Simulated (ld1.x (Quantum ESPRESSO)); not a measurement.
## silver (Ag): excitation energies, all-electron against PAW

- Element: Ag
- Generator: ld1.x (Quantum ESPRESSO) 7.5
- Type: PAW
- Functional: revPBE
- Relativity: scalar-relativistic
- Frozen core: [Ar] 3d10 4s2
- Valence charge: 17
- Reference configuration: 4p6 4d10 5s0 5p0 (charge +1)
- Partial waves: 5s (bound, empty): rcut 1.85, rcutus 2.40 bohr; 5s channel at 1.5 Ry: rcut 1.85, rcutus 2.40 bohr; 4p (bound): rcut 1.35, rcutus 1.60 bohr; 5p (bound, empty): rcut 1.35, rcutus 1.60 bohr; 4d (bound): rcut 1.10, rcutus 1.35 bohr; 4d channel at -0.5 Ry: rcut 1.10, rcutus 1.35 bohr
- Local potential: all-electron potential smoothed inside 1.30 bohr (lloc = -2)
- Core correction: Bessel-smoothed model core inside 1.00 bohr
- Augmentation charge: BESSEL, radius 1.00 bohr

Energies are relative to the spin-unpolarised reference configuration 4p6 4d10 5s0 5p0; without spin polarisation the order of configurations can differ from experiment.

**Question.** Give the all-electron excitation energy and the error of the potential for: 4p6 4d10 5s1 5p0; 4p6 4d9 5s0 5p0; 4p6 4d8 5s0 5p0; 4p6 4d10 5s0.5 5p0; 4p6 4d7 5s0 5p0; 4p6 4d9 5s1 5p1; 4p6 4d9 5s2 5p0.

**Answer.**

```csv
valence configuration,charge,ΔE all-electron (eV),error AE − PS (meV)
4p6 4d10 5s1 5p0,0,-7.618,+2.5
4p6 4d9 5s0 5p0,+2,22.024,-7.5
4p6 4d8 5s0 5p0,+3,58.136,-42
4p6 4d10 5s0.5 5p0,+0.5,-4.667,+1.8
4p6 4d7 5s0 5p0,+4,109.781,-130
4p6 4d9 5s1 5p1,0,0.984,-3.3
4p6 4d9 5s2 5p0,0,-3.487,-7.0
```

Levels in the configuration 4p6 4d8 5s0 5p0:

```
level  all-electron (eV)  pseudo (eV)
   4p            -96.774      -96.848
   4d            -43.665      -43.716
```

Note: ghost state, extra bound levels that the all-electron valence spectrum of the same l lacks: s at -27.0 eV. A true bound ghost makes a file unfit for plane-wave use.
